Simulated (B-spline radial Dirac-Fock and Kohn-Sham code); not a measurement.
Two-hole binding energies of V⁴⁺

System: V⁴⁺ in the configuration [Ar] 3d1.

Input file task.json (cfg lists n, l and occupation; rrms is the nuclear radius in fm):

```json
{"items": [{
  "Z": 23,
  "q": 4,
  "cfg": [[1, 0, 2], [2, 0, 2], [2, 1, 6], [3, 0, 2], [3, 1, 6], [3, 2, 1]],
  "A": 51,
  "rrms": 3.6002,
  "do": ["binding", "quiet", "double"]
}]}
```

Run with: `python xray_run.py task.json out`

Level of theory: ΔSCF Dirac-Fock with Breit, self-energy and vacuum polarisation, finite nucleus, configuration average; a radial atomic solver. U is the two-hole binding energy less the two single-hole energies, the effective repulsion of the holes after relaxation. Each two-hole energy is an average over J within one jj subconfiguration.

| holes | E(a) (eV) | E(b) (eV) | E(ab) (eV) | U (eV) |
| --- | --- | --- | --- | --- |
| 1s⁻¹ 2p1/2⁻¹ | 5538.7 | 596.3 | 6225.9 | 90.9 |
| 1s⁻¹ 2p3/2⁻¹ | 5538.7 | 589.4 | 6217.6 | 89.6 |
| 1s⁻¹ 3p3/2⁻¹ | 5538.7 | 105.8 | 5674.1 | 29.7 |
| 2s⁻² | 704.4 | 704.4 | 1470.0 | 61.1 |
| 2s⁻¹ 2p3/2⁻¹ | 704.4 | 589.4 | 1349.7 | 55.9 |
| 2p1/2⁻² | 596.3 | 596.3 | ? | ? |
| 2p1/2⁻¹ 2p3/2⁻¹ | 596.3 | 589.4 | 1251.0 | 65.4 |
| 2p3/2⁻² | 589.4 | 589.4 | 1245.3 | 66.5 |
| 2s⁻¹ 3p1/2⁻¹ | 704.4 | 106.7 | 838.7 | 27.6 |
| 2s⁻¹ 3p3/2⁻¹ | 704.4 | 105.8 | 837.7 | 27.4 |
| 2p1/2⁻¹ 3s⁻¹ | 596.3 | 139.7 | 764.4 | 28.4 |
| 2p3/2⁻¹ 3s⁻¹ | 589.4 | 139.7 | 757.5 | 28.4 |
| 2p1/2⁻¹ 3p3/2⁻¹ | 596.3 | 105.8 | 730.0 | 27.9 |
| 3p1/2⁻¹ 3p3/2⁻¹ | 106.7 | 105.8 | 234.3 | 21.8 |

Problem. Give the missing two-hole energy and U.

Solution. E(ab) = 1262.7 eV and U = 70.2 eV.

Values without a named source are computed, but for edge energies of neutral atoms, which are taken from tables.
